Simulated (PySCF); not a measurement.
**`C=Nc1cocn1`, C$_{4}$H$_{4}$N$_{2}$O**

Geometry (Å), atoms numbered from 1 in this order:
```xyz
11

C    -2.2559    0.1821   -0.1341
N    -1.3248   -0.6560   -0.2884
C    -0.0197   -0.2949   -0.0740
C     1.0701   -1.1157   -0.2056
O     2.1702   -0.3988    0.0880
C     1.7121    0.8252    0.3863
N     0.4358    0.9517    0.3100
H    -3.2651   -0.1558   -0.3170
H    -2.1059    1.2179    0.1705
H     1.1775   -2.1435   -0.4799
H     2.4112    1.5905    0.6580
```

Method used: PySCF, quadratic response CAM-B3LYP/def2-SVPD first hyperpolarisability, Taylor convention, gas phase. Geometry: GFN2-xTB.

Question: Give the tensor of the second harmonic β(−2ω;ω,ω) at 1064 nm in the axes of these coordinates.

Answer: In au, Taylor convention; rows are the first index (the induced dipole):
```csv
,xx,yy,zz,xy,xz,yz
x,+449.6,-61.9,+2.9,-107.1,+7.4,-29.7
y,-112.0,+9.3,+0.8,-59.2,-29.1,-5.7
z,+6.1,-5.9,+5.0,-28.7,+1.8,+0.5
```
Norm of βᵢ = ⅓ Σⱼ (βᵢⱼⱼ + βⱼᵢⱼ + βⱼⱼᵢ): 404.0 au, hyper-Rayleigh value 191.3 au.
